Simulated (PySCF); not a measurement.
C3H6BrF, SMILES CC[C@@H](Br)F.

Coordinates come from a PBE-D3(BJ)/def2-SVP optimisation. The structure was generated by enumeration; whether it is a known compound was not checked. One conformer was computed; it need not be the lowest.

All values below come from PBE-D3(BJ)/def2-SVP (PySCF 2.14.0).

Frequencies are harmonic and unscaled.

Computed normal modes with their intensities:
| mode | ν (cm⁻¹) | IR (km/mol) | moving atoms (share of kinetic energy) |
|---|---|---|---|
| 1 | 110 | 0.1 | C 38 %, H 36 %, F 17 %, Br 10 % |
| 2 | 198 | 1.0 | H 63 %, C 24 %, Br 11 % |
| 3 | 227 | 2.3 | H 44 %, C 35 %, F 19 % |
| 4 | 294 | 0.9 | F 62 %, Br 27 %, C 10 % |
| 5 | 318 | 1.5 | H 40 %, C 38 %, F 16 % |
| 6 | 522 | 27.4 | C 55 %, H 26 %, F 15 % |
| 7 | 653 | 33.9 | C 68 %, H 23 % |
| 8 | 772 | 7.0 | H 80 %, C 17 % |
| 9 | 870 | 35.2 | C 67 %, H 30 % |
| 10 | 974 | 44.5 | H 57 %, C 29 %, F 14 % |
| 11 | 1020 | 8.7 | H 67 %, C 29 % |
| 12 | 1083 | 26.6 | C 58 %, H 41 % |
| 13 | 1116 | 84.5 | C 51 %, H 34 %, F 15 % |
| 14 | 1199 | 27.0 | H 72 %, C 23 % |
| 15 | 1246 | 27.5 | H 84 %, C 16 % |
| 16 | 1316 | 0.5 | H 73 %, C 27 % |
| 17 | 1320 | 14.2 | H 65 %, C 34 % |
| 18 | 1354 | 8.7 | H 73 %, C 27 % |
| 19 | 1391 | 5.8 | H 91 %, C 9 % |
| 20 | 1415 | 5.7 | H 97 % |
| 21 | 1433 | 9.6 | H 94 % |
| 22 | 2968 | 11.6 | H 94 % |
| 23 | 2986 | 14.3 | H 97 % |
| 24 | 3031 | 13.7 | H 92 %, C 8 % |
| 25 | 3036 | 8.9 | H 91 %, C 9 % |
| 26 | 3079 | 10.6 | H 91 %, C 9 % |
| 27 | 3083 | 10.2 | H 91 %, C 9 % |
